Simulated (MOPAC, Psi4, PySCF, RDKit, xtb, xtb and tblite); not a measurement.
Two geometries of SMILES c1csc(Cc2nccs2)c1, relaxed at GFN2-xTB with one dihedral held; other torsions can differ between them too.

Structure A

```
18

C     -2.9883     0.5010     0.0496
C     -3.0440    -0.0399     1.2918
S     -1.6859    -1.0415     1.6230
C     -1.0227    -0.7175     0.0565
C      0.2496    -1.3711    -0.3835
C     -0.0622    -2.6605    -1.0627
N      0.1195    -3.8228    -0.5544
C     -0.2975    -4.8146    -1.3753
C     -0.8230    -4.4040    -2.5570
S     -0.7990    -2.6871    -2.6577
C     -1.8308     0.1090    -0.6604
H     -3.7401     1.1569    -0.3510
H     -3.7992     0.0851     2.0419
H      0.7785    -0.7088    -1.0733
H      0.8846    -1.5861     0.4771
H     -0.1910    -5.8347    -1.0547
H     -1.2156    -4.9914    -3.3615
H     -1.6072     0.4313    -1.6621
```

Structure B

```
18

C     -2.9008     0.6744    -0.0438
C     -3.1603     0.0591     1.1354
S     -1.9632    -1.1102     1.5332
C     -1.0900    -0.7605     0.0770
C      0.1847    -1.4769    -0.2475
C      0.2063    -2.8523     0.3154
N      0.9354    -3.2301     1.3000
C      0.7324    -4.5285     1.6215
C     -0.1838    -5.1763     0.8583
S     -0.8322    -4.1151    -0.3288
C     -1.7160     0.2010    -0.6526
H     -3.5277     1.4358    -0.4720
H     -3.9834     0.2131     1.8041
H      0.3045    -1.5094    -1.3336
H      1.0351    -0.9353     0.1804
H      1.2898    -4.9567     2.4342
H     -0.5129    -6.1935     0.9174
H     -1.3449     0.5632    -1.5949
```

### Question
Which is lower in energy at the level Psi4 with PBE0-D3(BJ)/def2-SVP // GFN2-xTB, and by how much?

### Answer
B is lower, by 1.72 kJ/mol (dihedral S3–C4–C5–C6: 90° in A, 30° in B).

E(B) − E(A) in kJ/mol at the other levels, on the same two geometries: GFN2-xTB (xtb and tblite) 2.51; MMFF94 // GFN2-xTB (RDKit) 10.98; PBE0/def2-SVP // GFN2-xTB (Psi4) -1.13; PBE/def2-SVP // GFN2-xTB (Psi4) -0.68; PBE-D3(BJ)/def2-SVP // GFN2-xTB (Psi4) -1.27; UFF // GFN2-xTB (RDKit) 8.37; PM7, restricted, heats of formation // GFN2-xTB (MOPAC) 0.61; PM3, restricted, heats of formation // GFN2-xTB (MOPAC) 8.28; GFN1-xTB // GFN2-xTB (xtb) 0.82; restricted B3LYP/6-31G*, spherical d, density fitting // GFN2-xTB (PySCF) 0.98; restricted Hartree-Fock/STO-3G // GFN2-xTB (PySCF) 2.10; restricted BP86/6-31G*, spherical d, density fitting // GFN2-xTB (PySCF) 0.11.
